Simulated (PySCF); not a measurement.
BiBr₂, SMILES [Br][Bi+][Br] (connectivity only; charge and spin as stated), charge +1, multiplicity 1. Atoms are numbered in the order given.

```xyz
3

Bi     0.0000     0.0000     0.7371
Br     0.0000    -1.9710    -0.8740
Br     0.0000     1.9710    -0.8740
```
Charge +1, spin multiplicity 1.

Geometry optimised at B3LYP-D3(BJ)/def2-SVP. The spin state was assumed, not searched. The isomer is the one that the SMILES or the coordinates give; other isomers of the formula were not compared. The def2 effective core potentials stand for the cores of Bi; spin–orbit coupling is left out.

Computed with B3LYP-D3(BJ)/def2-SVP run with PySCF.

Frequencies are harmonic and unscaled.

| mode | ν (cm⁻¹) | IR (km/mol) | Raman (Å⁴/amu) | depolarisation | moving atoms (share of kinetic energy) |
|---|---|---|---|---|---|
| 1 | 75 | 0.7 | 5.0 | 0.68 | Br 81 %, Bi 19 % |
| 2 | 250 | 26.5 | 8.6 | 0.75 | Br 69 %, Bi 31 % |
| 3 | 251 | 6.4 | 17.3 | 0.13 | Br 76 %, Bi 24 % |
